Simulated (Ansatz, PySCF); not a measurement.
Gas-phase reaction R1 → P1, each structure at its B3LYP-D3(BJ)/def2-TZVP stationary point, reached from a drawn start; harmonic modes at that level show minima.
R1, CHN (SMILES C#N) (charge 0, multiplicity 1):
```xyz
3

C      0.0000     0.0000    -0.0264
N      0.0000     0.0000     1.1197
H      0.0000     0.0000    -1.0932
```
P1, CHN (SMILES [C-]#[NH+]) (charge 0, multiplicity 1):
```xyz
3

H      0.000     0.000    -1.053
N      0.000     0.000    -0.055
C      0.000     0.000     1.109
```

P less R. No zero-point or thermal terms.

Frozen-core correlation throughout.

Programs: Ansatz (Gaussian orbitals); PySCF for the D3/D4 terms. All values are computed, each at the level named.

The comparison value is 0.640 eV (CCSD(T)/cc-pVQZ). It is a level with limits of its own, not the exact answer.

Order these levels by how close they come to the comparison value for the reaction energy, closest first: r2SCAN-D3(BJ)/def2-TZVPP, wB97X-V/def2-TZVPP, B3LYP-D3(BJ)/def2-TZVPP, HF/cc-pVTZ, BHLYP-D3(BJ)/def2-TZVPP. Give each level's value less the comparison value.

r2SCAN-D3(BJ)/def2-TZVPP (-0.017 eV), B3LYP-D3(BJ)/def2-TZVPP (-0.041 eV), wB97X-V/def2-TZVPP (-0.077 eV), BHLYP-D3(BJ)/def2-TZVPP (-0.103 eV), HF/cc-pVTZ (-0.197 eV)

Ansatz is an electronic-structure program.
